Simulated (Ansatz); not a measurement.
Input file for Ansatz (an electronic-structure program): R-PBE0/def2-TZVPP on C2H3BO2 (SMILES C#CB(O)O), a point of a torsion scan.

Ansatz 0.2 input:
```yaml
crystal:
  periodic: [false, false, false]
  atoms:
    - {symbol: C, position_ang: [1.94049421, 0.42941818, 0.17202159]}
    - {symbol: C, position_ang: [0.78934068, 0.09727675, 0.07916726]}
    - {symbol: B, position_ang: [-0.68956103, -0.28903491, -0.07806057]}
    - {symbol: O, position_ang: [-1.19232803, -1.27317177, 0.69210254]}
    - {symbol: O, position_ang: [-1.51135911, 0.33179277, -0.97236519]}
    - {symbol: H, position_ang: [2.95058337, 0.70734676, 0.26548921]}
    - {symbol: H, position_ang: [-2.11940903, -1.45124354, 0.53159422]}
    - {symbol: H, position_ang: [-1.11909680, 1.02399532, -1.50010183]}
basis:
  gaussian:
    orbitals: def2-TZVPP
hamiltonian:
  xc: {name: PBE0}
scf: {lower_state_search: off}
```

The head of its log:

```
WARN ansatz: RAYON_NUM_THREADS=1 ignored (pool sized by the plan → 1); use --threads N
Functional definition: PBE0
these checks for a lower state are left out or cut short: stability, starts, cluster_reference, orbital_swaps, neighbouring_geometries, increment
integrals: 0.09 GiB planned
1008 factors; their error is unknown
mean field: 0.86 GiB planned
mean field evaluation 1: about -6880.0623 eV, gradient 7.3e1 eV
mean field evaluation 2: about -6874.4644 eV, gradient 9.2e1 eV
```

Problem. Predict the final total energy.

Solution. -253.1821 hartree.
